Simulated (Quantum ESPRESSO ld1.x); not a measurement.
The numbers below are computed, except where a source is named.
Neutral praseodymium, configuration [Xe] 4f3 6s2. Level of theory: non-relativistic Kohn-Sham, LDA (Slater exchange, Hedin-Lundqvist correlation), spin-unpolarised, spherical densities, point nucleus; relativity is left out, which matters for an element this heavy (ld1.x of Quantum ESPRESSO 7.5).

Normalised radial functions P(r) = r R(r), r in bohr:

```
   r/bohr * 4d, o 5s (the largest magnitude, 1.29, reaches the edge; | marks zero, & curves that meet)
 0.002152                             *o
 0.002525                             *o
 0.002939                             *o
 0.003449                             * o
 0.004016                             * o
 0.004712                             * o
 0.005486                             * o
 0.006387                             * o
 0.007495                             *  o
 0.008725                             *  o
  0.01024                             *  o
  0.01192                             *  o
  0.01388                             *  o
  0.01628                             *  o
  0.01896                             *  o
  0.02225                             |*o
   0.0259                             |&
  0.03015                             |&
  0.03538                            o| *
  0.04119                           o | *
  0.04834                          o  |  *
  0.05627                         o   |   *
  0.06604                        o    |     *
  0.07688                        o    |       *
   0.0895                         o   |         *
    0.105                          o  |           *
   0.1223                             o             *
   0.1435                             | o            *
    0.167                             |    o         *
   0.1945                             |      o      *
   0.2282                             |      o   *
   0.2657                             |    &
   0.3118                           * |o
   0.3629                   *      o  |
   0.4259            *        o       |
   0.4958      *            o         |
   0.5772  *                o         |
   0.6774  *                    o     |
   0.7886    *                        |o
   0.9254         *                   |       o
    1.077              *              |              o
    1.254                   *         |                  o
    1.472                       *     |                   o
    1.713                          *  |                 o
    2.011                            *|             o
    2.341                            *|         o
    2.725                             *     o
    3.198                             *  o
    3.723                             * o
    4.369                             *o
    5.086                             &
    5.968                             &
    6.948                             &
    8.089                             &
    9.492                             &
    11.05                             &
    12.97                             &
     15.1                             &
```

4d: eigenvalue -113.06 eV, 1 radial node at r = 0.301 bohr, <r> = 0.726 bohr, 90 % of the charge inside 1.09 bohr. 5s: eigenvalue -35.330 eV, 4 radial nodes at r = 0.0329, 0.126, 0.326, 0.775 bohr, <r> = 1.59 bohr, 90 % of the charge inside 2.29 bohr.
